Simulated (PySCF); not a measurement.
**Dipole response of Hg⁵³⁺ (mercury, charge +53)**

[Ar] 3d9, 2D determinant. Computed with PySCF 2.14 in an even-tempered Gaussian basis (16 s from 13 bohr⁻², ratio 2.5; 10 p from 17 bohr⁻², ratio 2.5; 7 d from 17 bohr⁻², ratio 2.5; 4 f from 69 bohr⁻², ratio 2.7; 3 g from 100 bohr⁻², ratio 2.7), with the non-relativistic Hamiltonian (point nucleus). Coupled (time-dependent) response in atomic units; α is the mean over directions.

```csv
method,mean α (bohr³),"α xx, yy, zz",C₆ (like pair),S(−4)
UHF,0.001401,"0.001593, 0.001593, 0.001017",0.0001243,1.876e-06
PBE0,0.001412,"0.001606, 0.001606, 0.001023",0.0001248,2.035e-06
```

S(−4) is the Cauchy moment in α(ω) = α(0) + S(−4) ω² + …

Spin-orbit coupling is absent.

α(iu) at UHF:

```json
{"u (hartree)": "0", "α(iu) (bohr³)": "0.001401"}
{"u (hartree)": "8.00", "α(iu) (bohr³)": "0.001307"}
{"u (hartree)": "16.0", "α(iu) (bohr³)": "0.001171"}
{"u (hartree)": "32.0", "α(iu) (bohr³)": "0.001016"}
{"u (hartree)": "48.0", "α(iu) (bohr³)": "0.0009213"}
{"u (hartree)": "64.0", "α(iu) (bohr³)": "0.0008376"}
{"u (hartree)": "80.0", "α(iu) (bohr³)": "0.0007578"}
{"u (hartree)": "120", "α(iu) (bohr³)": "0.0005811"}
{"u (hartree)": "160", "α(iu) (bohr³)": "0.0004447"}
{"u (hartree)": "240", "α(iu) (bohr³)": "0.0002720"}
{"u (hartree)": "400", "α(iu) (bohr³)": "0.0001256"}
```

A single London oscillator, α(iu) = α/(1 + u²/ω²), gives C₆ = (3/4) ω α². Matching the computed C₆ needs ω = 4 × 0.0001243 / (3 × 0.001401²) = 84.4 hartree.

For an ion, C₆ is the dispersion term alone; charge-induced terms of lower order in 1/R come first.

The components differ because the open shell of this determinant is not spherical; for a pure term their mean is the scalar polarisability.

A non-relativistic calculation at this Z misses sizeable relativistic shifts. Spin-orbit coupling, absent here, splits the open shell strongly.
